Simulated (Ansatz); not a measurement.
`COC(C)OC` + `C[O][Ge][SH]` → `C[O][Ge][S]C` + `COCOC`  (substitution at a C–C bond)

Program: Ansatz. Geometries: PBE0-D4/def2-TZVP. ΔE: electronic, gas phase. CCSD(T)/CBS is the MP2 limit (def2-TZVPP, def2-QZVPP) plus CCSD(T) − MP2 in def2-TZVPP, frozen cores. DFT in def2-TZVPP. For Ge outer-core shells are correlated without core-valence functions, which leaves a few kJ/mol of doubt a bond. Scalar relativity is left out up to krypton. Each species was taken in one conformer, which may not be the lowest.

```json
{"level": "revPBE", "ΔE (kJ/mol)": "11.9"}
{"level": "MP2/def2-TZVPP", "ΔE (kJ/mol)": "19.5"}
```

(1) What does CCSD(T)/CBS give? (Best estimate.)

Largest T1 diagnostic among the species: 0.015.

Results:

(1) Computed: +20.7 kJ/mol. The listed levels differ from it by -8.8, -1.2 kJ/mol.

Leaving LDA and LC-ωPBE aside and taking each functional with its dispersion term where it has one, the values, not all of them listed here, spread over 9.6 kJ/mol, from revPBE-D4 to B97M-V. LDA lies +10.7 kJ/mol from PBE without D4. From BLYP to BHLYP (50 % exact exchange), in def2-TZVPP and without D4, ΔE moves by +6.6 kJ/mol.
